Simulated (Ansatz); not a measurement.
Si₆O⁺. The state is a doublet with charge 1. Geometry r2SCAN-D4/def2-SVP; atoms count from 1.

Cartesian coordinates in Å:
```
O 0.963 -0.763 1.159
Si -0.945 1.034 -0.722
Si 1.224 0.957 -1.759
Si -0.772 -0.135 1.517
Si -2.057 -1.070 -0.368
Si 0.438 -1.075 -0.532
Si 1.150 1.051 0.705
```

Another isomer (doublet) lies 0.19 eV lower at PBE0-D4/def2-TZVP; other spin states weren't run for this one.

Question: Estimate the Mulliken populations from the PBE0/def2-TZVP orbitals of Ansatz.

Answer: 
```json
{"atom": "O1", "charge (e)": "-0.27", "spin (α − β)": "0.10"}
{"atom": "Si2", "charge (e)": "0.10", "spin (α − β)": "0.44"}
{"atom": "Si3", "charge (e)": "0.19", "spin (α − β)": "0.03"}
{"atom": "Si4", "charge (e)": "0.24", "spin (α − β)": "0.07"}
{"atom": "Si5", "charge (e)": "0.19", "spin (α − β)": "0.03"}
{"atom": "Si6", "charge (e)": "0.30", "spin (α − β)": "0.25"}
{"atom": "Si7", "charge (e)": "0.24", "spin (α − β)": "0.08"}
```
Mulliken values and Mayer orders depend strongly on the basis.

Question: Where does the spin sit?

Answer: Summed by element: O 0.10, Si 0.90, of 1 unpaired in all. Largest on single atoms: Si2 0.44, Si6 0.25, O1 0.10.

Question: And the Mayer bond orders between bonded heavy atoms (over 0.3)?

Answer: O1–Si4 0.66 (1.88 Å); O1–Si6 0.79 (1.80 Å); O1–Si7 0.66 (1.88 Å); Si2–Si3 0.80 (2.41 Å); Si2–Si4 0.57 (2.53 Å); Si2–Si5 0.80 (2.41 Å); Si2–Si6 0.51 (2.53 Å); Si2–Si7 0.57 (2.53 Å); Si3–Si6 0.70 (2.50 Å); Si3–Si7 0.69 (2.47 Å); Si4–Si5 0.70 (2.47 Å); Si4–Si6 0.36 (2.56 Å); Si4–Si7 0.69 (2.40 Å); Si5–Si6 0.70 (2.50 Å); Si6–Si7 0.35 (2.56 Å).
